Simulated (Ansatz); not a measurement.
One change: `C=CC(C)=S` becomes `CC(=S)[NH][AlH2]`.

Ansatz, PBE0-D4/def2-TZVP geometries, multiplicity 1. Each molecule was computed in one conformer, which needn't be the lowest.

```
                                      property  `C=CC(C)=S`
         HOMO–LUMO gap (B3LYP/def2-TZVPP) / eV         3.38
size of the dipole moment (PBE/def2-TZVPP) / D         2.67
         LUMO energy (ωB97M-V/def2-TZVPP) / eV        -0.45
       HOMO–LUMO gap (ωB97M-V/def2-TZVPP) / eV         8.10
             HOMO energy (PBE/def2-TZVPP) / eV        -5.11
             LUMO energy (PBE/def2-TZVPP) / eV        -3.38
```

**Question.** What does the change do to each property? (An estimate is asked.)

**Answer.** The calculation gave: 
```tsv
property	`CC(=S)[NH][AlH2]`	shift
HOMO–LUMO gap (B3LYP/def2-TZVPP) / eV	3.69	0.31
size of the dipole moment (PBE/def2-TZVPP) / D	3.30	0.63
LUMO energy (ωB97M-V/def2-TZVPP) / eV	-0.34	0.11
HOMO–LUMO gap (ωB97M-V/def2-TZVPP) / eV	7.99	-0.11
HOMO energy (PBE/def2-TZVPP) / eV	-4.98	0.13
LUMO energy (PBE/def2-TZVPP) / eV	-2.79	0.59
```

With PBE0 the HOMO rises by 0.19 eV and the LUMO rises by 0.50 eV, so the gap widens by about 0.31 eV. PBE moves the HOMO by 0.13 eV and ωB97M-V by 0.23 eV. Dipoles are sizes alone; their direction can turn.

B3LYP here is the variant with VWN-RPA as its local correlation; programs differ in this.
